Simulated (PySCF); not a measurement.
InH⁺: energy against distance

Set-up: PySCF, scalar-relativistic core potentials, basis sets In def2-SVPD with ECP28, H def2-SVPD. Energies in eV from In⁺ + H in their ground configurations at the same level. State: ²Σ⁺ (doublet), unpaired electrons σ ↑.

All columns are HSE06. A positive dipole points towards H; it is taken about the centre of mass and depends on that origin.

```csv
R (Å),E (eV),μ (D),Mulliken charge on In (basis-dependent),HOMO (eV),LUMO (eV),Mayer bond order,⟨S²⟩
1.612,-0.040,0.17,0.82,-13.24,-10.55,0.80,0.76
1.687,-0.178,0.19,0.84,-13.30,-10.57,0.77,0.76
1.762,-0.251,0.23,0.86,-13.35,-10.57,0.73,0.76
1.818,-0.276,0.27,0.88,-13.39,-10.55,0.69,0.76
1.874,-0.284,0.32,0.89,-13.44,-10.51,0.65,0.76
1.930,-0.280,0.38,0.90,-13.48,-10.46,0.61,0.77
2.005,-0.264,0.46,0.91,-13.54,-10.37,0.55,0.77
2.099,-0.238,0.57,0.92,-13.61,-10.21,0.47,0.77
2.211,-0.207,0.68,0.93,-13.68,-9.97,0.38,0.76
2.361,-0.174,0.77,0.94,-13.76,-9.59,0.28,0.76
```

A fit through these points gives, at Re = 1.879 Å, μ = 0.33 D and dμ/dR = 0.984 D/Å; the reduced mass is 0.9991 u.

Question: How strong is the fundamental in the double-harmonic approximation, I = 42.26·(dμ/dR)²/μred km/mol?

Answer: I = 42.26·(0.984)²/0.9991 = 41.0 km/mol at HSE06.

The bond is weak. Basis-set superposition, not corrected here, can be much of De in a small basis, most of all at correlated wavefunction levels. Spin–orbit coupling is left out. For an ion De counts to the pair picked by the measured ionisation energies or electron affinities, which need not be the lowest pair at this level. The state is the lowest determinant that a PBE0 search found; another state may lie lower at other levels.
